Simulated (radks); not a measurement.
Task: All-electron calculation, scalar-relativistic Kohn-Sham, r2SCAN, spin-polarised, spherical densities, finite nucleus; open shells are filled with parallel spins first (spin-orbit coupling, left out, can overturn this in heavy ions); meta-GGA in the generalised Kohn-Sham scheme; Fermi nuclear charge, rms radius of each element as measured or else 0.836 A^(1/3) + 0.57 fm. Program: a radial shooting solver on a logarithmic mesh with Libxc functionals. Each species is in its NIST ground configuration. Rank Ag+, Zr+, Tc+, Nb+, Cd+, Pd+, Ru+, Rh+, Mo+ by radius at which the density is 0.001 e/bohr^3 (bohr), largest first.

Result: Zr+ 4.46, Tc+ 4.15, Nb+ 4.01, Mo+ 3.91, Cd+ 3.85, Ru+ 3.79, Rh+ 3.71, Pd+ 3.63, Ag+ 3.56.
